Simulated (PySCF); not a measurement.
## How methods differ on the excitation energy of W²⁺

W²⁺ [Xe] 4f14 5d4 (5D) → W²⁺ [Xe] 4f14 5d3 6s1 (5F), as a difference of total energies. All numbers are calculated (PySCF 2.14, scalar relativity through the core potential, in aug-cc-pwCVDZ-PP with ECP60MDF (6s6p5d3f, 70 functions)). Correlated levels: valence: 5s2 5p6 frozen. The calculations carry no spin-orbit coupling.

```csv
method,excitation energy (eV)
UHF,1.298
MP2 (valence),1.408
SCS-MP2 (valence),1.335
CCSD (valence),1.405
CCSD(T) (valence),1.405
```

**Question.** How much does correlation contribute at CCSD(T) (valence)?

**Answer.** 1.405 − (1.298) = 0.107 eV, measured against UHF.
